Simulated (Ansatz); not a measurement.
Problem. Predict a relaxed structure of the cluster MoO₃⁻, charge -1, doublet, at r2SCAN-D4/def2-TZVPD (Ansatz).

Solution. 
Cartesian coordinates in Å:
```
Mo 0.2258 -0.0891 0.1706
O 0.4859 -0.9571 -1.3143
O -1.1743 -0.5851 1.0763
O 0.4626 1.6313 0.0674
```
Point group C3v (tolerance 0.1 Å). The metal has 3 neighbours: O 1.74 Å, O 1.74 Å, O 1.74 Å. This is one stationary point.

In the def2 sets Mo takes a core potential; there is no spin–orbit coupling. The relaxation made no stability test and no search for a lower SCF solution. The structure comes from a short search, and lower isomers may exist.
